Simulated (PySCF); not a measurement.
C2H2F4, SMILES FCC(F)(F)F.

Coordinates come from a PBE-D3(BJ)/def2-SVP optimisation.

Two levels are set side by side: PBE/def2-TZVP (PySCF) and M06-2X/def2-TZVP (PySCF). Same geometry, gas phase. Differences are taken from unrounded values.

| quantity | M06-2X |
|---|---|
| orbital gap (eV) | 14.20 |
| highest occupied level (eV) | -12.34 |
| lowest empty level (eV) | 1.86 |
| dipole moment (D) | 2.10 |
| mean polarisability (bohr³) | 27.6 |

Problem. What does PBE give, and how far is it from M06-2X? (An estimate is asked for; the answer gives what the named calculation found.)

Solution. 
```csv
quantity,PBE,PBE minus M06-2X
orbital gap (eV),8.73,-5.47
highest occupied level (eV),-8.67,3.67
lowest empty level (eV),0.05,-1.81
dipole moment (D),1.86,-0.24
mean polarisability (bohr³),29.3,1.7
```

PBE's occupied levels lie high since its potential decays too fast outside the molecule; exact exchange lowers them and widens the gap. PBE's more diffuse valence density responds more strongly to a field. Differences between two approximate levels are no errors against the true value.

Rough cost on one machine, each run with all the roots and properties that it gave: M06-2X against PBE about 4 times.
